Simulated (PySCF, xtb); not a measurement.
H₆Te, SMILES [TeH6].

GFN2-xTB run with xtb at its own geometry gives an orbital gap of 7.39 eV and a dipole moment of 0.00 D.

The structure is a stationary point at B3LYP-D3(BJ)/def2-TZVP. The def2 effective core potentials stand for the cores of Te; spin–orbit coupling is left out.

Problem. What does PBE0/def2-TZVPD run with PySCF give? (The exact figures need the calculation; the answer reports its results.)

Solution. gap 5.28 eV (levels -7.18 and -1.89 eV), dipole 0.00 D.
